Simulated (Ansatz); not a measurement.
Species: sum formula H₄BSiO₂, charge 0, multiplicity 2. It need not be the lowest isomer of its formula. 
Coordinates optimised at B3LYP-D3(BJ)/def2-TZVP (Ansatz, a quantum-chemistry and plane-wave program):
```xyz
8

O     -1.4062    -0.9050     0.1895
B     -0.5023     0.1091     0.1019
O     -0.9532     1.3947     0.2586
Si     1.4040    -0.3540    -0.3360
H     -2.3030    -0.5922     0.3688
H     -0.2763     2.0744     0.2033
H      1.9057    -1.6888     0.0622
H      2.4046     0.6996    -0.0243
```
Charge 0, spin multiplicity 2.

Quantity: atomisation energy (electronic, to ground-state atoms), in eV. Valence correlation only, unless marked. Open shells are spin-unrestricted. Spin-orbit coupling is left out. No relativistic terms. The coupled-cluster limit lacks core correlation, which all-electron functionals hold. CBS marks a two-point X^-3 extrapolation of the correlation energy; Hartree-Fock from the larger set (for Q and 5 zeta extrapolated as (X+1)exp(-9√X)).

```csv
level,program,atomisation energy (eV)
LC-wPBE/def2-TZVPD,Ansatz,30.22
B2GP-PLYP-D4/def2-TZVPD,Ansatz + dftd4,29.87
B2PLYP/def2-TZVPD,Ansatz,___
RPA@PBE/cc-pV(Q+d)Z,Ansatz,28.51
"CCSD(T)/CBS(cc-pV(Q+d)Z,cc-pV(5+d)Z)",Ansatz,___
```

Fill in the missing entries.


- B2PLYP/def2-TZVPD, atomisation energy (eV): 29.89
- CCSD(T)/CBS(cc-pV(Q+d)Z,cc-pV(5+d)Z), atomisation energy (eV): 30.27
